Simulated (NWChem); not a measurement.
C4H4ClF; SMILES C=C(F)C(=C)Cl

```xyz
10

C     -1.6736     1.0259     0.0000
C     -0.3419     0.9621     0.0000
F      0.3821     2.0859     0.0000
C      0.5021    -0.2395     0.0000
C      1.8387    -0.1960     0.0000
Cl    -0.3372    -1.7564     0.0000
H     -2.1701     1.9970     0.0000
H     -2.2662     0.1134     0.0000
H      2.3450     0.7698     0.0000
H      2.4332    -1.1100     0.0000
```
Atoms are numbered in this order, from 1.

Program: NWChem. Medium grid unless said otherwise, to which SCAN and Minnesota functionals are sensitive. Coordinates come from a PBE0/def2-SVP optimisation. Hybrids' shares of exact exchange are those that their runs print; pure functionals count as 0. The functionals differ in more than this share.

```csv
row,share of exact exchange,orbital gap (eV)
PBE/def2-SVP,0.00,3.91
M06-L/def2-SVP,0.00,4.22
B3LYP/def2-SVP,0.20,withheld
PW6B95/def2-SVP,0.28,6.06
MPW1K/def2-SVP,0.43,7.32
M06-2X/def2-SVP,0.54,7.90
Hartree-Fock/def2-SVP,1.00,11.92
```

Q: Fit a straight line of the last column on the one before it, predict the withheld value, and compare with the run.

A: 
1. Means of the 6 shown rows: x = 0.375, y = 6.888. Slope Σ(x − x̄)(y − ȳ)/Σ(x − x̄)² = 5.532/0.7111 = 7.778; intercept 3.972.
2. The shown rows scatter about the line by 0.171 (root mean square); the largest residual is -0.27, at M06-2X/def2-SVP.
3. At x = 0.20 (B3LYP/def2-SVP; inside the shown range) the line gives 5.53.
4. The run gives 5.47, -0.06 from the line, 0.3 times the scatter.
